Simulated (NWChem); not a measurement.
Species: GeH2O2Cl2; SMILES [Cl][Ge]([Cl])([OH])[OH]

```xyz
7

O     -0.1446     1.4789    -1.2420
Ge     0.0000     0.0000    -0.2664
O      0.1446    -1.4789    -1.2420
Cl    -1.7846    -0.0355     0.9335
Cl     1.7846     0.0355     0.9335
H      0.7111     1.6781    -1.6709
H     -0.7111    -1.6781    -1.6709
```
Atoms are numbered in this order, from 1.

Computed with NWChem. Structure relaxed at the PBE-D3(BJ)/def2-SVP level. B3LYP is NWChem's, with the RPA form of VWN correlation.

Q: Taking B3LYP/def2-TZVPP as the yardstick, which of these has the fewest basis functions while keeping “dipole (D)” within 0.2 D of it: B3LYP/3-21G; B3LYP/pcseg-1; B3LYP/pcseg-2; B3LYP/aug-pcseg-1?

A: B3LYP/aug-pcseg-1.
| level | basis functions | dipole (D) | relative time (rough) |
|---|---|---|---|
| B3LYP/3-21G | 70 | 2.91 | 1 |
| B3LYP/pcseg-1 | 101 | 1.81 | 5 |
| B3LYP/aug-pcseg-1 | 154 | 1.52 | 10 |
| B3LYP/pcseg-2 | 199 | 1.59 | 10 |
| B3LYP/def2-TZVPP | 222 | 1.57 | 10 |

The yardstick is one finite set, not the basis-set limit.
